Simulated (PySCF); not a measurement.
# Diatomics of B with the alkali metals

HF with triple-zeta basis sets in PySCF, for the lowest determinant that a PBE0 search found; no spin–orbit coupling. De refers to high-spin ground-configuration atoms. A positive dipole means M(−)B(+).

| M | basis | reference | state (unpaired electrons) | Re (Å) | ωe (cm⁻¹) | De (eV) | μ (D) |
| --- | --- | --- | --- | --- | --- | --- | --- |
| Li | def2-TZVPP | UHF | triplet (σ ↑, π ↑) | 2.135 | 570 | 0.76 | -6.46 |
| K | def2-TZVPP | UHF | triplet (σ ↑, π ↑) | 2.916 | 280 | 0.31 | -10.24 |
| Rb | x2c-TZVPPall | UHF | triplet (σ ↑, π ↑) | 3.039 | 255 | 0.33 | -10.77 |

(1) The row for M = Na is missing. Estimate Re, ωe and De as the mean of the rows for Li and K, and compare with the calculation.

The rows differ in basis set, which adds steps of its own.

Spin–orbit coupling is left out. Hartree–Fock leaves out correlation, which carries a large part of most bond energies and some tenths to 1 eV of ionisation energies. States were picked by a PBE0 search and need not be the measured ground states.

Answers

(1) The means are 2.526 Å, 425 cm⁻¹ and 0.54 eV. UHF in def2-TZVPP gives NaB as a triplet (σ ↑, π ↑) with Re = 2.505 Å, ωe = 337 cm⁻¹, De = 0.32 eV, so the estimate is off by +2.1 pm, +26 % and +0.21 eV.
